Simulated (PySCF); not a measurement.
# Run times: scandium in def2-TZVP

Measured wall times of calculations with PySCF 2.14 in def2-TZVP (6s4p4d1f, 45 functions), with the non-relativistic Hamiltonian (point nucleus), run from one Python driver. Hardware: 1 thread of Neoverse-V2 on a shared host, 1.3 GiB allowed. The two-electron integrals over 45 functions were computed once and kept in memory (0.11 CPU seconds with the set-up); the times below exclude them. Kohn-Sham runs start from converged Hartree-Fock orbitals.

Launch command (the driver calls PySCF for each step listed in the task file):

```bash
OMP_NUM_THREADS=1 python atomrun2.py TASK.json OUT
```

```tsv
species	step	iterations	wall time (s)
Sc [Ar] 3d1 4s2	UHF	10	0.18
Sc [Ar] 3d1 4s2	r2SCAN	11	2.5
Sc [Ar] 3d1 4s2	LDA	10	0.6
Sc [Ar] 3d1 4s2	MP2 (3 electrons)		0.02
Sc+ [Ar] 3d1 4s1	UHF	9	0.15
Sc+ [Ar] 3d1 4s1	r2SCAN	20	4.2
Sc+ [Ar] 3d1 4s1	LDA	5	0.34
Sc+ [Ar] 3d1 4s1	MP2 (2 electrons)		0.01
```

Peak memory of the process: 0.22 GiB. Times on a shared host vary from run to run.
